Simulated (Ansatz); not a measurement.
Q: Name a neutral molecule of Cl, In, N, O, Si and H with HOMO energy (PBE/def2-TZVPP) between -6.70 and -6.40 eV and size of the dipole moment (ωB97M-V/def2-TZVPP) between 2.90 and 3.20 D (Ansatz, PBE0-D4/def2-TZVP geometry).

A: `[NH2][In]([Cl])[O][SiH3]` (-6.68 eV, 2.92 D). Other molecules can fit too; these were computed, each in one conformer that needn't be the lowest.
